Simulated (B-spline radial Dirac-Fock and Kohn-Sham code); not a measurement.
f′ and f″ of As, 6.186 keV to 45.68 keV

These are calculated numbers from an atomic code on a B-spline grid; the model is the dispersion relation over Dirac-Hartree-Slater subshell photoionisation cross sections, with the Kissel-Pratt high-energy constant (isolated atom, no bound-bound lines or fine structure). The forward scattering factor is f₀ + f′ + i f″.

Edges near this range: K 11867.0 eV.

| hν (eV) | λ (Å) | f′ (e) | f″ (e) | tabulated f′ | tabulated f″ |
| --- | --- | --- | --- | --- | --- |
| 6186 | 2.004 | -0.456 | 1.648 | -0.46 | 1.58 |
| 6403.9 | 1.936 | -0.509 | 1.552 | -0.51 | 1.49 |
| 6777 | 1.829 | -0.600 | 1.405 | -0.60 | 1.35 |
| 6930.3 | 1.789 | -0.637 | 1.351 | -0.64 | 1.30 |
| 8047.8 | 1.541 | -0.915 | 1.036 | -0.92 | 1.00 |
| 9251.7 | 1.340 | -1.265 | 0.807 | -1.27 | 0.78 |
| 10520 | 1.179 | -1.835 | 0.640 | -1.85 | 0.61 |
| 12000 | 1.033 | -3.868 | 3.746 | -3.82 | 3.75 |
| 12240 | 1.013 | -2.704 | 3.623 | -2.65 | 3.60 |
| 12280 | 1.010 | -2.588 | 3.605 | -2.52 | 3.58 |
| 14860 | 0.8343 | -0.414 | 2.654 | -0.41 | 2.61 |
| 15000 | 0.8266 | -0.372 | 2.613 | -0.37 | 2.57 |
| 17390 | 0.7130 | 0.053 | 2.042 | 0.05 | 2.01 |
| 17479.3 | 0.7093 | 0.062 | 2.024 | 0.06 | 2.00 |
| 18250 | 0.6794 | 0.131 | 1.881 | 0.13 | 1.86 |
| 19270 | 0.6434 | 0.196 | 1.714 | 0.19 | 1.69 |
| 20140 | 0.6156 | 0.236 | 1.588 | 0.23 | 1.57 |
| 22162.9 | 0.5594 | 0.289 | 1.344 | 0.28 | 1.33 |
| 22360 | 0.5545 | 0.292 | 1.323 | 0.28 | 1.31 |
| 24209.8 | 0.5121 | ? | ? | ? | ? |
| 30000 | 0.4133 | 0.294 | 0.780 | 0.29 | 0.77 |
| 33730 | 0.3676 | 0.266 | 0.629 | 0.26 | 0.62 |
| 38590 | 0.3213 | 0.226 | 0.489 | 0.22 | 0.48 |
| 40000 | 0.3100 | 0.214 | 0.457 | 0.21 | 0.45 |
| 41220 | 0.3008 | 0.205 | 0.431 | 0.20 | 0.42 |
| 45680 | 0.2714 | 0.172 | 0.354 | 0.17 | 0.35 |

Q: What are f′ and f″ at 24209.8 eV?

A: f′ = 0.309 and f″ = 1.150 electrons (tables: 0.30 and 1.14). By the optical theorem f″ corresponds to a photoabsorption cross section 2 rₑ λ f″ = 3320 b.

Tabulated f′: xraylib 4.2 anomalous scattering factors (Cullen et al., EPDL97); f″: Chantler's tables (J. Phys. Chem. Ref. Data 1995 and 2000). Both are theoretical tables.
